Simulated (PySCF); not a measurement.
TDDFT excited states: C3H7N3Si

Compound: C₃H₇N₃Si.
Atom-mapped SMILES: `[CH3:1][c:2]1[n:3][cH:4][n:5][n:6]1[SiH3:7]` (hydrogens: H8, H9, H10 on C1; H11 on C4; H12, H13, H14 on Si7)

Method: TDDFT CAM-B3LYP/def2-SVPD, vertical, gas phase, core orbitals frozen in the response (PySCF 2.14.0, density-fitted response routines). Geometry: GFN2-xTB; no solvent, vibrations or thermal averaging.

**Question.** List the vertical singlet excitations with oscillator strengths and describe the spectrum.

**Answer.** 

| state | E (eV) | ν̃ (cm⁻¹) | f | \|μ\| (D) | main configurations (H = HOMO, L = LUMO) |
| --- | --- | --- | --- | --- | --- |
| S1 | 6.30 | 50850 | 0.0049 | 0.45 | H-1→L+2 (95%) |
| S2 | 6.87 | 55390 | 0.0047 | 0.42 | H→L (92%) |
| S3 | 6.89 | 55590 | 0.139 | 2.31 | H→L+2 (91%) |
| S4 | 7.28 | 58730 | 0.054 | 1.40 | H-2→L+2 (61%), H→L+4 (14%), H→L+7 (12%) |
| S5 | 7.37 | 59440 | 0.0001 | 0.05 | H-3→L+2 (51%), H-1→L+7 (32%), H-1→L+4 (9%) |
| S6 | 7.49 | 60400 | 0.0072 | 0.50 | H→L+1 (55%), H→L+3 (23%) |
| S7 | 7.61 | 61380 | 0.021 | 0.86 | H-1→L (84%) |
| S8 | 7.71 | 62150 | 0.0008 | 0.17 | H-2→L (40%), H→L+3 (38%) |

Triplets, Tamm–Dancoff:

| state | E (eV) | λ (nm) | main configurations (H = HOMO, L = LUMO) |
| --- | --- | --- | --- |
| T1 | 4.72 | 262.8 | H→L+2 (88%) |
| T2 | 5.80 | 213.8 | H-1→L+2 (84%) |
| T3 | 6.06 | 204.5 | H-2→L+2 (78%), H→L+7 (9%) |

The lowest singlet lies at 6.30 eV (197 nm, vacuum ultraviolet) and is very weak; its leading configuration is HOMO-1→LUMO+2 (95%). The most intense listed level is S3 at 6.89 eV (180 nm, f = 0.139), 0.59 eV above S1. Löwdin shares by element: HOMO nitrogen 45% or more, carbon 36% or more (atoms not listed hold the other 19%); LUMO silicon 37%, hydrogen 22% or more, carbon 9% or more (atoms not listed hold the other 32%). The oscillator strengths of these states sum to 0.233; summed over the whole spectrum of an exact calculation they would give the number of electrons, 60 (Thomas–Reiche–Kuhn). Orbital energies (eV): HOMO-3 -10.52, HOMO-2 -9.81, HOMO-1 -9.35, HOMO -8.85, LUMO 0.85, LUMO+1 1.06, LUMO+2 1.12. The listed states span 1.40 eV, and the widest gap between neighbours is 0.56 eV (S1 to S2). Singlets were solved by full linear response, triplets in the Tamm–Dancoff approximation.

The run took 31 s of wall time on one thread, x86-64 server (shared host).
